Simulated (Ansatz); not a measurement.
System: CHO, net charge 1, singlet state. It need not be the lowest isomer of its formula. 
Structure (B3LYP-D3(BJ)/def2-TZVP (Ansatz, a first-principles code) minimum search):
```xyz
3

H      0.0000     0.0000    -1.3920
O      0.0000     0.0000    -0.3951
C      0.0000     0.0000     0.7587
```
Charge +1, spin multiplicity 1.

Property: vertical ionisation energy (to the doublet state of charge +2; each state is the SCF solution reached for its spin; the UHF <S^2> is 0.86 for the doublet (pure: 0.75)), in eV. Cores are frozen in the correlated levels unless marked. UHF or UKS for open shells. Spin-orbit coupling is left out. Non-relativistic. CBS marks a two-point X^-3 extrapolation of the correlation energy; Hartree-Fock from the larger set.

| level | program | vertical ionisation energy (eV) |
|---|---|---|
| SVWN5/def2-TZVPD | Ansatz | 22.73 |
| r2SCAN/def2-TZVPD | Ansatz | 22.51 |
| B3LYP/def2-TZVPD | Ansatz | 22.87 |
| PBE0/def2-TZVPD | Ansatz | 22.69 |

### Question
Predict the CCSD(T)/CBS(aug-cc-pVTZ,aug-cc-pVQZ) result (Ansatz).

### Answer
22.82 eV, so PBE0/def2-TZVPD differs from it by -0.13 eV.
